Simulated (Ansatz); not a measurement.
Consider the redistribution: `O[SiH2]N[SiH](O)O` + `[NH2][Hf]([OH])([OH])[F]` → `O[SiH2]N[SiH](O)F` + `[NH2][Hf]([OH])([OH])[OH]`.

Program: Ansatz. Geometries: PBE0-D4/def2-TZVP. ΔE: electronic, gas phase. CBS: MP2 limit from def2 TZ/QZ plus the TZ coupled-cluster correction, frozen cores. Elements past krypton have def2 core potentials. For Hf outer-core shells are correlated without core-valence functions, which leaves a few kJ/mol of doubt a bond. One conformer a species, not always the lowest.

| level | ΔE (kcal/mol) |
| --- | --- |
| HF/def2-QZVPP | 2.3 |
| SCS-MP2/def2-QZVPP | 3.0 |

(1) What does CCSD(T)/CBS give? (Best estimate.)

Largest T1 diagnostic among the species: 0.015.

Results:

(1) The calculation gave: +3.5 kcal/mol. The listed levels differ from it by -1.2, -0.5 kcal/mol.

The D4 term adds +0.9 kcal/mol with B3LYP and +0.4 kcal/mol with PBE0; it sums over pairs of atoms, weighted by their polarisabilities, and B3LYP, whose exchange is more repulsive, gets the larger term. In def2-TZVPP, CCSD(T) changes the Hartree–Fock value by +1.4 kcal/mol (the triples alone add +0.4 kcal/mol) and MP2 by +1.0 kcal/mol.

B3LYP here is the variant with VWN-RPA as its local correlation; programs differ in this.
